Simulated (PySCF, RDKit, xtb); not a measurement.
Pair of molecules: CHN (SMILES C#N) (first 3 atoms) with C2H3N (SMILES CC#N); geometry from B3LYP-D3(BJ)/def2-TZVP, rigid monomers moved along the line of their centres of mass till C1···C5 is 5.68 Å.
(charge 0, multiplicity 1):
```xyz
9

C      0.3363     0.2915     0.2805
N     -0.6058    -0.3462     0.1386
H      1.2105     0.8808     0.4501
C     -0.2934    -0.5408     6.1910
C      0.8747     0.2835     5.9361
N      1.7924     0.9337     5.6965
H     -1.0051    -0.0031     6.8175
H     -0.7686    -0.7887     5.2403
H     -0.0019    -1.4619     6.6958
```

Counterpoise-corrected where a basis set is named; no monomer relaxation.

Rows in 6-31G* carry no dispersion term and start afresh at each structure (6-31G* with six Cartesian d functions).

Programs: PySCF for 6-31G* rows; RDKit for the force fields; xtb for the GFN methods. Each number belongs to the level named beside it.

One of these levels gives -0.96 kcal/mol for the interaction energy. Which one is it?
A) MMFF94
B) GFN1-xTB
C) HF/6-31G*

C, HF/6-31G*. The others give -1.29 (MMFF94), -0.41 (GFN1-xTB)
